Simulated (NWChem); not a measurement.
Program: NWChem. System: Cl2Pb, charge 0, spin multiplicity 1, at a geometry optimised with B3LYP/def2-SVP with def2 effective core potentials on Pb. The structure started from a generated list of species. Level: CIS/def2-SVPD with def2 effective core potentials on Pb.

Job file:

```
start mol
memory heap 200 mb stack 900 mb global 1100 mb
geometry units angstroms nocenter noautoz
  Pb     0.000000     0.000000    -0.465769
  Cl     1.936312     0.000000     1.123325
  Cl    -1.936312     0.000000     1.123325
  symmetry group C2v
end
basis spherical
  * library def2-svpd
end
ecp
  Pb library def2-ecp
end
dft
  xc hfexch
  semidirect memsize 60000000 filesize 0
  iterations 100
end
tddft
  cis
  nroots 5
  notriplet
  thresh 1e-4
end
task tddft energy
```

Part of the output:

```
             Northwest Computational Chemistry Package (NWChem) 7.3.0
             --------------------------------------------------------

                                NWChem Input Module
                                -------------------

 Scaling coordinates for geometry "geometry" by  1.889725989
 (inverse scale =  0.529177249)

 Turning off AUTOSYM since
 SYMMETRY directive was detected!

                             Geometry "geometry" -> ""
                             -------------------------

 Output coordinates in angstroms (scale by  1.889725989 to convert to a.u.)

  No.       Tag          Charge          X              Y              Z
 ---- ---------------- ---------- -------------- -------------- --------------
    1 Pb                  82.0000     0.00000000     0.00000000    -0.46576900
    2 Cl                  17.0000     1.93631200     0.00000000     1.12332500
    3 Cl                  17.0000    -1.93631200     0.00000000     1.12332500

 Effective nuclear repulsion energy (a.u.)     628.4746591278

            Nuclear Dipole moment (a.u.)
            ----------------------------
        X                 Y               Z
 ---------------- ---------------- ----------------
     0.0000000000     0.0000000000    -0.0000151178

      Symmetry information
      --------------------

 Group name             C2v
 Group number             16
 Group order               4
 No. of unique centers     2

      Symmetry unique atoms

     1    2


 Summary of "ao basis" -> "" (spherical)
 ------------------------------------------------------------------------------
       Tag                 Description            Shells   Functions and Types
 ---------------- ------------------------------  ------  ---------------------
 *                         def2-svpd                  on all atoms

 Summary of "ao basis" -> "ao basis" (spherical)
 ------------------------------------------------------------------------------
       Tag                 Description            Shells   Functions and Types
 ---------------- ------------------------------  ------  ---------------------
 Pb                        def2-svpd                12       32   5s4p3d
 Cl                        def2-svpd                11       27   5s4p2d

 Summary of "ao basis" -> "ao basis" (spherical)
 ------------------------------------------------------------------------------
       Tag                 Description            Shells   Functions and Types
 ---------------- ------------------------------  ------  ---------------------
 Pb                        def2-svpd                12       32   5s4p3d
 Cl                        def2-svpd                11       27   5s4p2d

      Symmetry analysis of basis
      --------------------------

        a1         34
        a2         11
        b1         26
        b2         15

            General Information
            -------------------
          SCF calculation type: DFT
          Wavefunction type:  closed shell.
          No. of atoms     :     3
          No. of electrons :    56
           Alpha electrons :    28
            Beta electrons :    28
          Charge           :     0
          Spin multiplicity:     1
          Use of symmetry is: off; symmetry adaption is: on
          Maximum number of iterations: 100
          AO basis - number of functions:    86
                     number of shells:    34
          Convergence on energy requested:  1.00D-06
          Convergence on density requested:  1.00D-05
[...]
         |d_h->e| =   0.6560 Angstrom
            d_exc =   2.9685 Angstrom
            d_CD1 =   0.9082 Angstrom
            d_CD2 =  -1.4469 Angstrom
            d_CD3 =   3.6245 Angstrom
     Pearson C.C. =   0.0561

     Occ.   23  b1  ---  Virt.   36  a2      -0.06331
     Occ.   24  a1  ---  Virt.   29  b2      -0.07826
     Occ.   28  a1  ---  Virt.   29  b2      -0.98152
     Occ.   28  a1  ---  Virt.   35  b2      -0.10532
     Occ.   28  a1  ---  Virt.   48  b2       0.05080
  ----------------------------------------------------------------------------
  Root   2 singlet a2             0.213552221 a.u.                5.8111 eV
  ----------------------------------------------------------------------------
     Transition Moments    X  0.00000   Y  0.00000   Z -0.00000
     Transition Moments   XX -0.00000  XY -0.31714  XZ  0.00000
     Transition Moments   YY  0.00000  YZ  0.00000  ZZ  0.00000
     Dipole Oscillator Strength                    0.0000000000
     Electric Quadrupole                           0.0000000052
     Magnetic Dipole                               0.0000004800
     Total Oscillator Strength                     0.0000004852

          sigma_e =   2.0060 Angstrom
          sigma_h =   2.2254 Angstrom
         |d_h->e| =   1.4159 Angstrom
            d_exc =   3.1958 Angstrom
            d_CD1 =   1.6353 Angstrom
            d_CD2 =  -0.6998 Angstrom
            d_CD3 =   4.6117 Angstrom
     Pearson C.C. =   0.0860

     Occ.   23  b1  ---  Virt.   29  b2      -0.07557
     Occ.   24  a1  ---  Virt.   36  a2      -0.09074
     Occ.   24  a1  ---  Virt.   51  a2       0.05217
     Occ.   27  b1  ---  Virt.   29  b2      -0.97712
     Occ.   27  b1  ---  Virt.   35  b2      -0.12336
     Occ.   27  b1  ---  Virt.   38  b2      -0.06246
  ----------------------------------------------------------------------------
  Root   3 singlet b1             0.227337135 a.u.                6.1862 eV
  ----------------------------------------------------------------------------
     Transition Moments    X  0.11078   Y  0.00000   Z  0.00000
     Transition Moments   XX  0.00000  XY  0.00000  XZ  1.55067
     Transition Moments   YY  0.00000  YZ -0.00000  ZZ -0.00000
     Dipole Oscillator Strength                    0.0018600253
     Electric Quadrupole                           0.0000001504
     Magnetic Dipole                               0.0000001104
     Total Oscillator Strength                     0.0018602861

          sigma_e =   2.0328 Angstrom
          sigma_h =   2.2246 Angstrom
         |d_h->e| =   1.4045 Angstrom
            d_exc =   3.2024 Angstrom
            d_CD1 =   1.5964 Angstrom
            d_CD2 =  -0.7242 Angstrom
            d_CD3 =   4.6070 Angstrom
     Pearson C.C. =   0.0883

     Occ.   23  b1  ---  Virt.   30  a1      -0.08283
     Occ.   25  b2  ---  Virt.   36  a2       0.07826
     Occ.   26  a2  ---  Virt.   29  b2       0.92680
     Occ.   26  a2  ---  Virt.   35  b2       0.11259
     Occ.   27  b1  ---  Virt.   30  a1      -0.10270
     Occ.   27  b1  ---  Virt.   32  a1       0.05467
     Occ.   28  a1  ---  Virt.   31  b1       0.26787
     Occ.   28  a1  ---  Virt.   39  b1       0.06965
  ----------------------------------------------------------------------------
  Root   4 singlet a1             0.234903136 a.u.                6.3920 eV
  ----------------------------------------------------------------------------
     Transition Moments    X  0.00000   Y -0.00000   Z -0.57997
     Transition Moments   XX -0.87911  XY -0.00000  XZ  0.00000
     Transition Moments   YY -1.16095  YZ  0.00000  ZZ  2.55563
     Dipole Oscillator Strength                    0.0526747779
     Electric Quadrupole                           0.0000002955
     Magnetic Dipole                               0.0000000000
     Total Oscillator Strength                     0.0526750734

          sigma_e =   2.1654 Angstrom
          sigma_h =   2.2409 Angstrom
         |d_h->e| =   1.1986 Angstrom
            d_exc =   3.1938 Angstrom
            d_CD1 =   1.2740 Angstrom
            d_CD2 =  -1.0046 Angstrom
            d_CD3 =   4.3924 Angstrom
     Pearson C.C. =   0.0975

     Occ.   23  b1  ---  Virt.   31  b1       0.07065
     Occ.   23  b1  ---  Virt.   39  b1       0.05001
     Occ.   24  a1  ---  Virt.   30  a1      -0.05254
     Occ.   25  b2  ---  Virt.   29  b2       0.76117
     Occ.   25  b2  ---  Virt.   35  b2       0.08447
     Occ.   26  a2  ---  Virt.   36  a2       0.08230
     Occ.   28  a1  ---  Virt.   30  a1      -0.53589
     Occ.   28  a1  ---  Virt.   32  a1       0.25334
     Occ.   28  a1  ---  Virt.   33  a1       0.08092
     Occ.   28  a1  ---  Virt.   37  a1       0.10776
     Occ.   28  a1  ---  Virt.   42  a1      -0.09546
  ----------------------------------------------------------------------------
  Root   5 singlet b2             0.236242856 a.u.                6.4285 eV
  ----------------------------------------------------------------------------
     Transition Moments    X -0.00000   Y  0.20090   Z -0.00000
     Transition Moments   XX -0.00000  XY -0.00000  XZ -0.00000
     Transition Moments   YY -0.00000  YZ -0.92602  ZZ  0.00000
     Dipole Oscillator Strength                    0.0063568577
     Electric Quadrupole                           0.0000000602
     Magnetic Dipole                               0.0000000653
     Total Oscillator Strength                     0.0063569832

          sigma_e =   2.0101 Angstrom
          sigma_h =   2.2021 Angstrom
         |d_h->e| =   1.3281 Angstrom
            d_exc =   3.1144 Angstrom
            d_CD1 =   1.5200 Angstrom
            d_CD2 =  -0.7780 Angstrom
            d_CD3 =   4.4424 Angstrom
     Pearson C.C. =   0.1078

     Occ.   24  a1  ---  Virt.   29  b2      -0.97425
     Occ.   24  a1  ---  Virt.   35  b2      -0.12187
     Occ.   24  a1  ---  Virt.   38  b2      -0.05833
     Occ.   27  b1  ---  Virt.   36  a2      -0.11265
     Occ.   27  b1  ---  Virt.   51  a2       0.05861
     Occ.   27  b1  ---  Virt.   52  a2       0.05353
     Occ.   28  a1  ---  Virt.   29  b2       0.07644

              Target root =      1
          Target symmetry = none
      Ground state energy =  -1110.673868001562
        Excitation energy =      0.170348377283
     Excited state energy =  -1110.503519624278

  stored tddft:energy   -1110.5035196242782

 Task  times  cpu:       31.7s     wall:       31.7s

 Total times  cpu:       31.7s     wall:       31.7s
```
